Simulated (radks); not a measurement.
Values are calculated unless marked as measured or tabulated.
Q: Numerical settings for the erbium ion Er3+, [Xe] 4f11. Code: a radial shooting solver on a logarithmic mesh with Libxc functionals. Model: scalar-relativistic Kohn-Sham, LDA (Slater exchange, Perdew-Wang correlation), spin-polarised, spherical densities, finite nucleus; open shells are filled with parallel spins first (spin-orbit coupling, left out, can overturn this in heavy ions); Fermi nuclear charge, rms radius 5.2516 fm. The defaults (mesh step 0.008 in ln r, mesh end at 40 bohr or more with all orbitals vanishing there, Anderson mixing 0.5 over 9 steps, residual threshold near 1e-9 with the energy settled to 1e-9 hartree or 1e-11 of itself, here a cap of 67 iterations) give E = -13075.1798 hartree and 4f at -34.515 eV in 16 iterations. Run on one thread of a shared host, so times are rough (Arm Neoverse V2): 0.25 s of CPU time, 0.25 s wall, 16 iterations on 2213 mesh points. One setting is changed at a time: mesh step in ln r 0.2; mesh step in ln r 0.08; mesh step in ln r 0.005; mesh end (bohr) 3; mesh end (bohr) 400; residual threshold 0.01; residual threshold 1e-05; mixing 0.01; linear mixing, mixing 0.8; linear mixing, mixing 1; mixing history 2; iteration cap 5. Which runs fail to converge, and which converge to a wrong energy?

A: Not converged within the cap: mesh step in ln r 0.2; mesh step in ln r 0.08; linear mixing, mixing 0.8; linear mixing, mixing 1; iteration cap 5. Settings that end as converged yet miss the energy by more than 1 mhartree: mesh end (bohr) 3 (+0.277 hartree).
